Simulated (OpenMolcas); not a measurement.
Os V: effect of the IPEA shift

```json
{
  "Program": "OpenMolcas 26.06",
  "Basis": "ANO-RCC-VTZP [8s7p5d3f2g1h]",
  "Scalar Hamiltonian": "DKH2, point nucleus",
  "Active space": "4 electrons in 5 orbitals (5d)",
  "State averaging": "2S+1 = 5 even, 5 roots; 2S+1 = 3 even, 45 roots kept (CI in the orbitals of an earlier block); 2S+1 = 1 even, 50 roots kept (CI in the orbitals of an earlier block)",
  "Spin-orbit coupling": "RASSI with atomic mean-field integrals over the reference wave functions, term energies averaged over their components"
}
```

Methods on the same reference wave functions:
A. CASSCF
B. MS-CASPT2, IPEA 0 Eh, imaginary shift 0.1 Eh (closed shells correlated: 5s 5p)
C. MS-CASPT2, IPEA 0.25 Eh, imaginary shift 0.1 Eh (closed shells correlated: 5s 5p)

Energies in cm-1 above 5d4 5D0, the measured ground level; measured values from the list in Palmeri et al., Atoms 14, 22 (2026).

```csv
Level,A,B,C,Measured
5d4 5D0 [62 %],0.0,0.0,0.0,0.0
5d4 5D1,3643,4530,4350,4311
5d4 5D2,7230,8440,8190,8083
5d4 5D3,10311,11400,11180,11018
5d4 5D4 [68 %],12750,13310,13220,12966
5d4 3P0(1) [51 %],20703,18760,19040,
5d4 3H4 [56 %],22201,21280,21290,20374
5d4 3G3 [60 %],26883,24890,25120,23942
5d4 3H5,27347,26330,26430,25344
5d4 3P1(1),28114,25100,25670,24680
5d4 3F2(1) [67 %],28141,25170,25650,
5d4 3H6,29695,28760,28770,27669
5d4 3G5,39824,38210,38370,37016
5d4 1I6,42101,40820,40700,39284
5d4 3D1,43075,39680,40090,38536
5d4 1S0(1),49527,45430,45930,
5d4 1F3 [65 %],53244,48290,48570,46549
5d4 3P2(2) [67 %],57922,52020,52390,
5d4 3F4(2) [57 %],60221,55740,55770,
5d4 3F2(2) [62 %],62765,57430,57800,
5d4 3F3(2),63528,58260,58480,55872
5d4 3P1(2),64703,58250,58830,55988
5d4 3P0(2),67970,61420,62090,
5d4 1G4(2),68538,62440,62760,
```

Deviations, from unrounded energies. A percentage is the sum of absolute deviations over the sum of measured energies, with the sign that they share, or ± where signs differ.

| Against measurement | Levels | A | B | C |
| --- | --- | --- | --- | --- |
| mean absolute deviation (cm-1) | 15 | 3200 | 1100 | 1200 |
| fine structure of the ground term (%) | 4 | -6.7 | +3.6 | +1.5 |
| other terms of the ground configuration (%) | 11 | +11.5 | +3.7 | +4.3 |

B lies closest to measurement on these levels and A furthest from it. The largest miss of B in the table is 5d4 3F3(2), by +2400 cm-1. The ranking rests on the paired levels alone, and a cruder setting can come out closer through cancelling errors.

Between B and C the level of the table that moves most is 5d4 3P0(2), by 670 cm-1 (lowest in B, highest in C). Moves below CASPT2's spread within the term are not significant.

The mean deviations of B to C differ by less than CASPT2's widest spread within a term (950 cm-1), so their order carries little weight.

From A to B the spin-free energies of the other terms of 5d4 shown, above 5D, scale by factors of 0.75 to 0.89, as is usual when dynamic correlation screens the repulsion within a d or f shell.

The lowest spin-free term lies below A's lowest term by 0.279 hartree in B, 0.272 hartree in C.

Term energies are means over components that CASPT2 splits; among the terms shown or strongly mixed into the levels shown the widest spread is 950 cm-1 (5d4 1I, C). Terms from blocks run as CI alone lack orbitals of their own. Without dynamic correlation excited terms often stand tens of per cent too high (terms of higher spin than the ground term too low), and those without a measured partner can miss by more than the paired ones (holds for A). The CASPT2 spread within a term exceeds the gap to the next term for 5d4 3H and 5d4 3P(1), 5d4 1I and 5d4 3D, 5d4 1D(1) and 5d4 1S(1), so the order of their levels is uncertain (holds for C). Computed and measured levels are paired by configuration, term and J; levels that our copy of the source lacks, or whose pairing is in doubt (as where it misses far off the trend of its configuration), stay unpaired and out of the deviations. Only configurations of the active space appear. Levels that lie high or do not pair safely by name in every column are left out.

A share in square brackets marks a mixed level and gives the weight of the term that names it, the lowest over the columns. A number in round brackets counts repeated terms of one configuration in the order of the reference energies.
